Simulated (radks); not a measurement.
Isoelectronic series with 10 electrons, all held in the configuration [Ne], which need not be the ground one along the series. Method: scalar-relativistic Kohn-Sham, r2SCAN, spin-polarised, spherical densities, finite nucleus; meta-GGA in the generalised Kohn-Sham scheme; Fermi nuclear charge, rms radius of each element as measured or else 0.836 A^(1/3) + 0.57 fm; computed with a radial shooting solver on a logarithmic mesh with Libxc functionals. Total energies (hartree) and mean radii <r> (bohr):

ion    E (hartree)      2p      2s       1s
Ne      -129.08272  0.9737  0.8952   0.1578
Al3+    -240.85292  0.5958  0.6211   0.1202
S6+     -389.08576  0.4349  0.4730  0.09684
K9+     -573.91453  0.3433  0.3814  0.08101
Ti12+   -795.56871  0.2837  0.3193  0.06955
Mn15+  -1054.34021  0.2417  0.2743  0.06087
Ni18+  -1350.57775  0.2105  0.2402  0.05406
Ga21+  -1684.68567  0.1864  0.2135  0.04857
